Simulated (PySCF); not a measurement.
Si(H)(Me)2(Cl) (C2H7ClSi), SMILES C[SiH](C)Cl. Atoms are numbered in the order given.

```xyz
11

Si    -0.3823    -0.4169     0.0000
C     -1.1698     0.2652     1.5500
C     -1.1698     0.2652    -1.5500
Cl     1.6375     0.1241     0.0000
H     -0.4258    -1.9086     0.0000
H     -2.2339    -0.0198     1.6015
H     -0.6694    -0.1189     2.4524
H     -1.1079     1.3650     1.5683
H     -0.6694    -0.1189    -2.4524
H     -2.2339    -0.0198    -1.6015
H     -1.1079     1.3650    -1.5683
```

Coordinates come from a r2SCAN-D4/def2-SVP optimisation.

The numbers are results of PBE0/pcSseg-1 in PySCF, not measurements.

GIAO shieldings, no solvent; atoms alike by connectivity are averaged. δ = σ(ref) − σ: ²⁹Si against TMS (σ = 352.7 ppm); ¹³C against TMS (σ = 186.3 ppm); ³⁵Cl against HCl (σ = 945.9 ppm); ¹H against TMS (σ = 31.56 ppm), references at their B3LYP-D3(BJ)/def2-TZVP geometries, non-relativistic (without spin–orbit terms, shifts of atoms bonded to Cl or Br come out too high).

Computed chemical shifts:
```json
[
 {"nucleus": "²⁹Si", "atoms": "Si1", "count": "1", "δ (ppm)": "22.1"},
 {"nucleus": "¹³C", "atoms": "C2, C3", "count": "2", "δ (ppm)": "4.6"},
 {"nucleus": "³⁵Cl", "atoms": "Cl4", "count": "1", "δ (ppm)": "-6.9"},
 {"nucleus": "¹H", "atoms": "H5", "count": "1", "δ (ppm)": "5.46"},
 {"nucleus": "¹H", "atoms": "H6, H7, H8, H9, H10, H11", "count": "6", "δ (ppm)": "0.74"}
]
```
